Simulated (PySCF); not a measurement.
Compound: C4H6BCl.
Atom-mapped SMILES: `[BH2:1][C@@H:2]([C:3]#[CH:4])[CH2:5][Cl:6]` (hydrogens: H7, H8 on B1; H9 on C2; H10 on C4; H11, H12 on C5)

Method: PBE0-D3(BJ)/def2-SVP geometry optimisation, gas phase in PySCF 2.14.0; density fitting, grid level 1; the optimiser is geomeTRIC in internal coordinates, started from a GFN2-xTB structure with every atom displaced at random (about 0.01 Å).

Step 3: E = -17424.4990 eV
```
atom  x, y, z in Å  |  force x, y, z in eV/Å
B1      0.2472    1.4353   -0.1055    0.153   0.002   0.073
C2     -0.2816   -0.0012   -0.4938   -0.123  -0.013  -0.012
C3      1.0394   -0.5929   -0.3311   -0.219   0.186  -0.021
C4      2.1850   -0.9265   -0.1112    0.129  -0.105  -0.009
C5     -1.3203   -0.6082    0.4373    0.018   0.017  -0.040
Cl6    -2.8469    0.3127    0.3134   -0.003   0.003   0.006
H7      0.7502    2.1423   -0.9459   -0.060  -0.028   0.028
H8      0.2274    1.7633    1.0586   -0.005   0.001  -0.055
H9     -0.6114   -0.0635   -1.5432    0.033  -0.062   0.000
H10     3.1860   -1.2797    0.0445    0.080   0.005   0.033
H11    -1.5471   -1.6527    0.1852   -0.011  -0.007  -0.007
H12    -0.9879   -0.5574    1.4826    0.007   0.001   0.005
```

Step 4: E = -17424.5036 eV
```
atom  x, y, z in Å  |  force x, y, z in eV/Å
B1      0.2664    1.4140   -0.1025    0.098  -0.038   0.006
C2     -0.2937   -0.0100   -0.4996   -0.109   0.077   0.048
C3      1.0323   -0.5837   -0.3286   -0.125   0.017  -0.034
C4      2.1811   -0.9112   -0.1100    0.087   0.028   0.005
C5     -1.3333   -0.6079    0.4339    0.025  -0.026  -0.026
Cl6    -2.8505    0.3291    0.3233   -0.007   0.004   0.004
H7      0.7585    2.1155   -0.9519   -0.024   0.012   0.036
H8      0.2679    1.7308    1.0642   -0.005   0.005  -0.052
H9     -0.6180   -0.0716   -1.5499    0.030  -0.049  -0.005
H10     3.1961   -1.2192    0.0553    0.041  -0.032   0.020
H11    -1.5739   -1.6491    0.1797   -0.009  -0.002  -0.004
H12    -0.9928   -0.5653    1.4771   -0.002   0.002   0.002
```

Question: Estimate the geometry and energy of step 5. (The exact step hangs on the optimiser's Hessian estimate; all steps are aligned on step 4, rigid shifts and turns removed.)

Answer: E = -17424.5054 eV, largest force 0.109 eV/Å
```
atom  x, y, z in Å  |  force x, y, z in eV/Å
B1      0.2831    1.3999   -0.1067    0.019  -0.034   0.025
C2     -0.3030   -0.0145   -0.5027   -0.060   0.091   0.007
C3      1.0260   -0.5787   -0.3288   -0.023  -0.073  -0.017
C4      2.1785   -0.8973   -0.1094    0.044   0.085   0.012
C5     -1.3418   -0.6087    0.4328    0.019  -0.015  -0.007
Cl6    -2.8547    0.3365    0.3328   -0.006   0.003   0.001
H7      0.7695    2.1116   -0.9491   -0.004  -0.013  -0.008
H8      0.2919    1.7084    1.0603    0.005   0.010  -0.001
H9     -0.6222   -0.0821   -1.5539    0.013  -0.027  -0.007
H10     3.1994   -1.1848    0.0641   -0.006  -0.033   0.003
H11    -1.5904   -1.6478    0.1769    0.001   0.004  -0.006
H12    -0.9965   -0.5711    1.4747   -0.002   0.001  -0.001
```

The energy changes by -0.0019 eV. The first-order estimate −F·Δx gives -0.0032 eV and the mean of the old and new forces, exact on a quadratic surface, -0.0019 eV. The step makes an angle of 79° with the force vector and moves no atom by more than 0.036 Å.

What follows is the cost of the whole optimisation. Time: 61 s of wall time; peak memory 0.51 GiB. Hardware: one thread of an Arm Neoverse V1 (shared host).
